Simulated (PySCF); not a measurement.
# Relaxation of triplet ZrBr₂

Method: PySCF, UB3LYP, basis Zr def2-TZVP with ECP28, Br def2-TZVP (scalar-relativistic core potentials, no spin–orbit coupling, density fitting). A (50,194) grid was used.

A hand-made linear start, of D∞h symmetry, held to at least that symmetry:

```xyz
3
charge 0 multiplicity 3, angstrom
Zr    0.0000    0.0000    0.0000
Br    0.0000    0.0000    2.6800
Br    0.0000    0.0000   -2.6800
```

At each step, columns x, y, z (Å) and Fx, Fy, Fz (eV/Å):

```
step 0  E − E(last) = 21.51 kJ/mol
Zr   0.000   0.000   0.000   0.000   0.000   0.000
Br   0.000   0.000   2.680   0.000   0.000  -1.365
Br   0.000   0.000  -2.680   0.000   0.000   1.365
step 1  E − E(last) = 5.13 kJ/mol
Zr   0.000   0.000   0.000   0.000   0.000   0.000
Br   0.000   0.000   2.601   0.000   0.000  -0.749
Br   0.000   0.000  -2.601   0.000   0.000   0.749
step 2  E − E(last) = 0.61 kJ/mol
Zr   0.000   0.000   0.000   0.000   0.000   0.000
Br   0.000   0.000   2.511   0.000   0.000   0.287
Br   0.000   0.000  -2.511   0.000   0.000  -0.287
step 3  E − E(last) = 0.01 kJ/mol
Zr   0.000   0.000   0.000   0.000   0.000   0.000
Br   0.000   0.000   2.536   0.000   0.000  -0.032
Br   0.000   0.000  -2.536   0.000   0.000   0.032
step 4  E − E(last) = 0.00 kJ/mol
Zr   0.000   0.000   0.000   0.000   0.000   0.000
Br   0.000   0.000   2.533   0.000   0.000  -0.001
Br   0.000   0.000  -2.533   0.000   0.000   0.001
```

It ends at D∞h with Zr–Br 2.533 Å (×2); Br–Zr–Br 180.0° (after a last refinement on a finer grid). A frequency run shows 2 imaginary modes (one degenerate set), down to 24i cm⁻¹, so it is a higher-order saddle point. Other isomers or separated fragments may lie lower.

Other spin states or occupations of the open shell can lie lower.
